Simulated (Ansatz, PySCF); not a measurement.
The pair A = AlH3 (SMILES [AlH3]) (first 4 atoms), B = AsH3 (SMILES [AsH3]); geometry from B3LYP-D3(BJ)/def2-TZVP.
(charge 0, multiplicity 1):
```xyz
8

Al     0.282     0.625     0.561
H     -0.540    -0.293    -0.441
H     -0.247     2.091     0.870
H      1.812     0.289     0.830
As    -0.652    -0.490     2.799
H     -0.187     0.010     4.147
H     -0.433    -1.961     3.063
H     -2.133    -0.468     3.096
```

Cores are frozen in the correlated methods. Filled d and f shells under p-block atoms count as core. Rows in 6-31G* carry no dispersion term and start afresh at each structure (6-31G* with six Cartesian d functions); the Pople sets are all-electron and without relativity.

The values were computed with Ansatz (a quantum-chemistry and plane-wave program); PySCF for 6-31G* rows. Each number belongs to the level named beside it.

Total energies (hartree), monomers frozen at their geometry in the pair:

```csv
structure,HF/6-31G*,B3LYP/6-31G*,CCSD(T)/def2-TZVPPD
AB,-2479.2596734,-2481.6395674,-2479.9044754
A in the pair's basis,-243.6133834,-244.2022207,-243.7590880
B in the pair's basis,-2235.6296543,-2237.4172614,-2236.1223470
A,-243.6132233,-244.2020330,-243.7588872
B,-2235.6293628,-2237.4167885,-2236.1213892
```

Problem. Work out the interaction energy without and with the counterpoise correction, and the superposition error, for each level.

Solution. 
E(AB) − E(A) − E(B), times 627.509 kcal/mol, with the monomers in their own basis and then in the pair's basis:
- HF/6-31G*: -10.72 uncorrected, -10.44 corrected; the monomers gain 0.28 kcal/mol from borrowed functions
- B3LYP/6-31G*: -13.02 uncorrected, -12.60 corrected; the monomers gain 0.41 kcal/mol from borrowed functions
- CCSD(T)/def2-TZVPPD: -15.19 uncorrected, -14.46 corrected; the monomers gain 0.73 kcal/mol from borrowed functions
